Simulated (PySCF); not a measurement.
Predicted microwave data (PBE0-D3(BJ)/def2-SVP geometry optimisation, gas phase in PySCF 2.14.0) for one isomer of B2H7NOSi:

- Rotational constants: A = 27228, B = 1438, C = 1389 MHz
- Dipole components: |μa| = 1.51 D, |μb| = 0.77 D, |μc| = 0.00 D
- Inertial defect: -5.98 u·Å²
- κ: -1.00

Question: Which structure is it? (One computed conformer of each.)
A. `[BH2:1][NH:2][BH:3][O:4][SiH3:5]` with B1–N2–B3–O4 180°, N2–B3–O4–Si5 180°
B. `[BH2:1][O:2][BH:3][NH:4][SiH3:5]` with H–B1–O2–B3 175° and -6°, B1–O2–B3–N4 99°, O2–B3–N4–Si5 177°

Answer: A. It is BNBO[SiH3], a near-prolate asymmetric top. The candidates at the same level (rigid rotor, commonest isotopes):

```
    SMILES  A (MHz)  B (MHz)  C (MHz)  μa (D)  μb (D)  μc (D)  Δ (u·Å²)  point group                        rotor
BNBO[SiH3]    27228     1438     1389    1.51    0.77    0.00     -5.98      near Cs  near-prolate asymmetric top
BOBN[SiH3]    23421     1424     1396    1.28    0.90    0.08    -14.62           C1  near-prolate asymmetric top
```

`BOBN[SiH3]` has A 14 % too low. No structure here is proved a minimum.
